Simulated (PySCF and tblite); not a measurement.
Results of a calculation; reference values are marked as such.
System: C6H10Si, numbered as in [CH:1]1=[CH:2][CH2:3][SiH2:4][CH:5]=[CH:6][CH2:7]1.

For the inversion of the 7-membered ring (1–2–3–4–5–6–7): electronic barrier 3.78 kcal/mol, zero-point change -0.31 kcal/mol, thermal and entropy terms at 350 K a further 0.35 kcal/mol (symmetry numbers apart). The minimum is C1, the saddle C1. Level: PBE0/pcSseg-1 + D3(BJ) on GFN2-xTB stationary points, with GFN2-xTB thermal terms. Rates follow Eyring's equation with the number of equivalent paths and no tunnelling. Run with tblite and PySCF.

Problem. How many equivalent paths lead out of the minimum?

Solution. 2: the symmetry number of the minimum is 1, that of the saddle displaced along its mode 1, and since the end is the start again or its mirror image, the same path run backwards is a second way out.

Problem. Work out the rate at 350 K.

Solution. ΔG‡ = 3.82 kcal/mol; k_B T/h = 7.3×10¹² s⁻¹; exp(−ΔG‡/RT) = 0.0041; times 2 gives k = 6×10¹⁰ s⁻¹. Wigner's tunnelling factor for the 92i cm⁻¹ mode would be 1.01.
